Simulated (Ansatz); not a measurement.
`COB(O)Br`, relaxed with RKS PBE0-D4/def2-TZVP in Ansatz from a GFN2-xTB geometry. The force threshold is 0.005 eV/Å; the program also tests the step.

The species carries charge 0 and has multiplicity 1.

Start:

```xyz
9

C    -1.337   -0.392   -0.098
O    -0.018   -0.364    0.403
B     1.006    0.379   -0.027
O     2.209    0.306    0.558
Br    0.870    1.590   -1.485
H    -1.651   -1.435   -0.147
H    -1.401    0.062   -1.090
H    -1.986    0.151    0.591
H     2.307   -0.297    1.295
```

Task: How much energy does the relaxation release, and in how many steps? (An estimate is asked.)

Result: Computed: 0.04 eV, in 29 steps, 4 of them rejected.

Task: Which bonds change most? (An estimate is asked.)

Result: Computed: B3–Br5 from 1.900 to 1.936 Å; O2–B3 from 1.336 to 1.347 Å; B3–O4 from 1.340 to 1.351 Å; O4–H9 from 0.957 to 0.963 Å.

Task: Give the relaxed structure. (An estimate is asked.)

Result: The calculation gave: 
```xyz
9

C    -1.293   -0.434   -0.148
O     0.033   -0.478    0.344
B     0.987    0.426    0.047
O     2.232    0.312    0.557
Br    0.648    1.935   -1.118
H    -1.819   -1.294    0.266
H    -1.307   -0.489   -1.238
H    -1.794    0.484    0.166
H     2.314   -0.462    1.124
```
